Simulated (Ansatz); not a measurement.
Consider the formal exchange of groups at the Si–C bond: `C=C(O)[SiH2]O` + `CBNC` → `CB[SiH2]O` + `C=C(O)NC`.

Computed with Ansatz on PBE0-D4/def2-TZVP structures; ΔE is electronic, products minus reactants. CBS: MP2 limit from def2 TZ/QZ plus the TZ coupled-cluster correction, frozen cores. DFT in def2-TZVPP. One conformer a species, not always the lowest.

Task: Is it downhill or uphill in electronic energy at CCSD(T)/CBS, and by how much? (An estimate is asked.)

Result: Computed: Uphill: ΔE = +191.9 kJ/mol.

Task: What do these levels give: PBE-D4, revPBE-D4, r2SCAN-D4, PBE0-D4, r2SCAN0-D4, ωB97X-V, B2PLYP, BLYP, r2SCAN, r2SCAN0, CCSD(T)/def2-SVP, MP2/def2-TZVPP? (Estimate.)

Result: The calculation gave: PBE-D4 176.6, revPBE-D4 175.5, r2SCAN-D4 179.4, PBE0-D4 175.7, r2SCAN0-D4 179.2, ωB97X-V 179.3, B2PLYP 191.7, BLYP 188.9, r2SCAN 179.6, r2SCAN0 179.3, CCSD(T)/def2-SVP 193.5, MP2/def2-TZVPP 196.1 kJ/mol.

Largest T1 diagnostic among the species: 0.012.

Leaving LDA and LC-ωPBE aside and taking each functional with its dispersion term where it has one, the values, not all of them listed here, spread over 16.4 kJ/mol, from B97M-V to B2PLYP. LDA lies −4.3 kJ/mol from PBE without D4. In def2-TZVPP, CCSD(T) changes the Hartree–Fock value by +8.8 kJ/mol (the triples alone add +1.7 kJ/mol) and MP2 by +12.7 kJ/mol.
